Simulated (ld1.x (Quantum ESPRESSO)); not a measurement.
**Transferability test, TM potential for argon**

ld1.x (Quantum ESPRESSO) 7.5 input, shortened:

```
&input
   title='Ar', zed=18., rel=0, dft='PZ', iswitch=3,
   config='[Ne] 3s2 3p5'
 /
 &inputp
   pseudotype=2, tm=.true., lloc=0,
   nlcc=.true., rcore=0.75
 /
2
3P  2  1   5.00   0.00  0.90  0.90  0.0
3S  1  0   2.00   0.00  1.20  1.20  0.0
 &test
   configts(1)='3s2 3p5'
 /
```

Energies are relative to the spin-unpolarised reference configuration 3s2 3p5; without spin polarisation the order of configurations can differ from experiment. Spin-polarised rows fill each open shell by Hund’s rule, majority spin first.

Task: Give the all-electron excitation energy and the error of the potential for: 3s2 3p6; 3s2 3p4; 3s2 3p3; 3s2 3p5.5; 3s2 3p2; 3s1 3p6; 3s2 3p5 (spin-polarised); 3s2 3p4 (spin-polarised).

Result:

| valence configuration | charge | ΔE all-electron (eV) | error AE − PS (meV) |
| --- | --- | --- | --- |
| 3s2 3p6 | 0 | -16.174 | +5.0 |
| 3s2 3p4 | +2 | 28.746 | +10 |
| 3s2 3p3 | +3 | 71.402 | +51 |
| 3s2 3p5.5 | +0.5 | -9.565 | +1.5 |
| 3s2 3p2 | +4 | 129.115 | +139 |
| 3s1 3p6 | +1 | 14.206 | +2.4 |
| 3s2 3p5 (spin-polarised) | +1 | -0.225 | +1.6 |
| 3s2 3p4 (spin-polarised) | +2 | 27.703 | +16 |

Levels in the configuration 3s2 3p3:

| level | all-electron (eV) | pseudo (eV) |
| --- | --- | --- |
| 3s | -65.188 | -65.110 |
| 3p | -50.006 | -49.943 |
